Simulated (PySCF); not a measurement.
A structure optimised at TPSSh-D3(BJ)/def2-SVP, used in a PySCF frequency run:

```xyz
9

Mg     0.0000     0.0000     0.0000
Si     0.0000     0.0000    -2.6003
H     -0.5745     1.2535    -3.1873
H     -0.7983    -1.1243    -3.1873
H      1.3729    -0.1292    -3.1873
Si     0.0000     0.0000     2.6003
H     -0.5745    -1.2535     3.1873
H     -0.7983     1.1243     3.1873
H      1.3729     0.1292     3.1873
```
Charge 0, spin multiplicity 1.

Problem. Write its SMILES, formula and point group.

Solution. [SiH3][Mg][SiH3], H6MgSi2, D3

Problem. What are its rotational constants (standard atomic weights)?

Solution. 43.947, 1.1307, 1.1307 GHz
